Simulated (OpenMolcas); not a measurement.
Levels of Co III by method

| Item | Value |
| --- | --- |
| Program | OpenMolcas |
| Basis | ANO-RCC-VQZP [7s6p4d3f2g1h] |
| Scalar Hamiltonian | X2C, point nucleus |
| Active space | 7 electrons in 5 orbitals (3d) |
| State averaging | 2S+1 = 4 even, 10 roots; 2S+1 = 2 even, 40 roots |
| Spin-orbit coupling | RASSI with atomic mean-field integrals over the reference wave functions, term energies averaged over their components |

Methods on the same reference wave functions:
A. CASSCF
B. SS-CASPT2, IPEA 0.25 Eh, imaginary shift 0.1 Eh (closed shells correlated: 3s 3p)
C. MS-CASPT2, IPEA 0.25 Eh, imaginary shift 0.1 Eh (closed shells correlated: 3s 3p)

Energies in cm⁻¹ above 3d⁷ ⁴F_9/2, the measured ground level; measured values from Sugar and Corliss, J. Phys. Chem. Ref. Data 10, 1097 (1981).

```json
{"Level": "3d⁷ ⁴F_9/2", "A": "0.0", "B": "0.0", "C": "0.0", "Measured": "0.0"}
{"Level": "3d⁷ ⁴F_7/2", "A": "821", "B": "826", "C": "826", "Measured": "841"}
{"Level": "3d⁷ ⁴F_5/2", "A": "1429", "B": "1431", "C": "1431", "Measured": "1451"}
{"Level": "3d⁷ ⁴F_3/2", "A": "1849", "B": "1845", "C": "1844", "Measured": "1867"}
{"Level": "3d⁷ ⁴P_5/2", "A": "19399", "B": "15590", "C": "15590", "Measured": "15202"}
{"Level": "3d⁷ ²G_9/2", "A": "19416", "B": "16270", "C": "16280", "Measured": "16978"}
{"Level": "3d⁷ ⁴P_3/2", "A": "19691", "B": "15880", "C": "15790", "Measured": "15428"}
{"Level": "3d⁷ ⁴P_1/2", "A": "20066", "B": "16260", "C": "16220", "Measured": "15811"}
{"Level": "3d⁷ ²G_7/2", "A": "20197", "B": "17050", "C": "17050", "Measured": "17766"}
{"Level": "3d⁷ ²P_3/2", "A": "25659", "B": "21390", "C": "19680", "Measured": "20195"}
{"Level": "3d⁷ ²H_11/2", "A": "25785", "B": "22030", "C": "22590", "Measured": "22720"}
{"Level": "3d⁷ ²P_1/2", "A": "26470", "B": "22370", "C": "20350", "Measured": ""}
{"Level": "3d⁷ ²H_9/2", "A": "26472", "B": "22720", "C": "23280", "Measured": "23434"}
{"Level": "3d⁷ ²D_5/2(1)", "A": "27933", "B": "22730", "C": "22710", "Measured": "23059"}
{"Level": "3d⁷ ²D_3/2(1)", "A": "29134", "B": "24100", "C": "23860", "Measured": "24237"}
{"Level": "3d⁷ ²F_5/2", "A": "44592", "B": "36950", "C": "36950", "Measured": "37021"}
{"Level": "3d⁷ ²F_7/2", "A": "44933", "B": "37290", "C": "37290", "Measured": "37316"}
{"Level": "3d⁷ ²D_3/2(2)", "A": "69607", "B": "58430", "C": "58420", "Measured": ""}
{"Level": "3d⁷ ²D_5/2(2)", "A": "70000", "B": "58830", "C": "58850", "Measured": ""}
```

Deviations, from unrounded energies. A percentage is the sum of absolute deviations over the sum of measured energies, with the sign that they share, or ± where signs differ.

| Against measurement | Levels | A | B | C |
| --- | --- | --- | --- | --- |
| mean absolute deviation (cm-1) | 15 | 3600 | 400 | 280 |
| fine structure of the ground term (%) | 3 | -1.4 | -1.4 | -1.4 |
| other terms of the ground configuration (%) | 12 | +20.1 | ±2.2 | ±1.6 |

C lies closest to measurement on these levels and A furthest from it. The largest miss of C in the table is 3d⁷ ²G_7/2, by -720 cm-1. The ranking rests on the paired levels alone, and a cruder setting can come out closer through cancelling errors.

Between B and C the level of the table that moves most is 3d⁷ ²P_1/2, by 2000 cm-1 (lowest in C, highest in B). Moves below CASPT2's spread within the term are not significant.

The mean deviations of B to C differ by less than CASPT2's widest spread within a term (1000 cm-1), so their order carries little weight.

From A to B the spin-free energies of the other terms of 3d⁷ shown, above ⁴F, scale by factors of 0.80 to 0.85, as is usual when dynamic correlation screens the repulsion within a d or f shell.

The lowest spin-free term lies below A's lowest term by 0.602 hartree in B, 0.602 hartree in C.

Term energies are means over components that CASPT2 splits; among the terms shown or strongly mixed into the levels shown the widest spread is 1000 cm-1 (3d⁷ ²H, B). The CASPT2 spread within a term exceeds the gap to the next term for 3d⁷ ²P and 3d⁷ ²H, 3d⁷ ²H and 3d⁷ ²D(1), so the order of their levels is uncertain (figures for B; the like holds for C). Without dynamic correlation excited terms often stand tens of per cent too high (terms of higher spin than the ground term too low), and those without a measured partner can miss by more than the paired ones (holds for A). Some levels mix across a computed gap that differs much from the measured one, so their mixing is not that of the real levels (holds for B). Computed and measured levels are paired by configuration, term and J; levels that our copy of the source lacks, or whose pairing is in doubt (as where it misses far off the trend of its configuration), stay unpaired and out of the deviations. Levels of configurations outside the active space are missing.

A number in round brackets counts repeated terms of one configuration in the order of the reference energies.
